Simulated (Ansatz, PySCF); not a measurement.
Process, species as SMILES: C[C@@H]1CC[C@H](C)C1 -> C[C@H]1C[CH]CC1 + [CH3] (CH3) (the C-C bond at the site shown breaks; other sites are not compared here)
Each molecule is optimised on its own at B3LYP-D3(BJ)/def2-TZVP (Ansatz, a first-principles code), one conformer each, not searched for the lowest. Frequencies are from Ansatz or PySCF.

Property: bond dissociation energy (enthalpy at 298 K, with B3LYP-D3(BJ) rigid-rotor harmonic-oscillator terms), in eV. Cores are frozen in the correlated levels unless marked. Open shells are spin-unrestricted. Spin-orbit coupling is left out. Non-relativistic. CBS(X,Y): correlation extrapolated as X^-3; Hartree-Fock from the larger set. The bracket is a focal-point correction in the basis named.

| level | program | bond dissociation energy (eV) |
|---|---|---|
| BLYP/def2-TZVPD | Ansatz | … |
| revPBE/def2-TZVPD | Ansatz | 3.25 |
| B3LYP-D3(BJ)/def2-TZVPD | Ansatz + dftd3 | 3.47 |
| B3LYP-D4/def2-TZVPD | Ansatz + dftd4 | 3.47 |
| B3LYP/def2-TZVPD | Ansatz | 3.32 |
| PBE0-D3(BJ)/def2-TZVP | Ansatz + dftd3 | 3.59 |
| r2SCANh-D4/def2-TZVPD | Ansatz + dftd4 | … |
| wB97M-V/def2-TZVPD | Ansatz | 3.73 |
| RPA@PBE/cc-pVTZ | Ansatz | … |
| SCS-MP2/cc-pwCVTZ | Ansatz | 3.84 |
| RI-MP2/CBS(cc-pVTZ,cc-pVQZ)+[CCSD(T)-MP2]/cc-pVTZ | Ansatz | … |

Complete the blanks.


- BLYP/def2-TZVPD, bond dissociation energy (eV): 3.23
- r2SCANh-D4/def2-TZVPD, bond dissociation energy (eV): 3.30
- RPA@PBE/cc-pVTZ, bond dissociation energy (eV): 3.65
- RI-MP2/CBS(cc-pVTZ,cc-pVQZ)+[CCSD(T)-MP2]/cc-pVTZ, bond dissociation energy (eV): 3.76
